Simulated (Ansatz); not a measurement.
A structure relaxed at B3LYP-D4/def2-SVP in Ansatz, charge 3, singlet:

```xyz
19

Al    0.000   -0.001   -0.001
O    -0.139    0.558   -1.845
H     0.248    0.109   -2.626
H    -0.610    1.349   -2.182
O     0.131   -0.551    1.847
H    -0.266   -0.098    2.620
H     0.603   -1.337    2.195
O     1.614    1.043    0.196
H     2.054    1.577   -0.498
H     2.153    1.140    1.009
O    -1.610   -1.051   -0.197
H    -2.158   -1.138   -1.005
H    -2.036   -1.604    0.491
O     1.058   -1.526   -0.537
H     2.035   -1.564   -0.612
H     0.724   -2.413   -0.788
O    -1.055    1.527    0.535
H    -2.030    1.565    0.621
H    -0.717    2.415    0.776
```

(1) Give its formula, name or SMILES and point group.

(2) Summarise the bond lengths by kind (pairs closer than 1.2 times the sum of covalent radii, bridged metal pairs left out).

## Answers

(1) [Al(H2O)6]3+ (AlO6H12³⁺). Point group Th (tolerance 0.1 Å).

(2) 6 × Al–O 1.93 Å; 12 × H–O 0.98 Å.
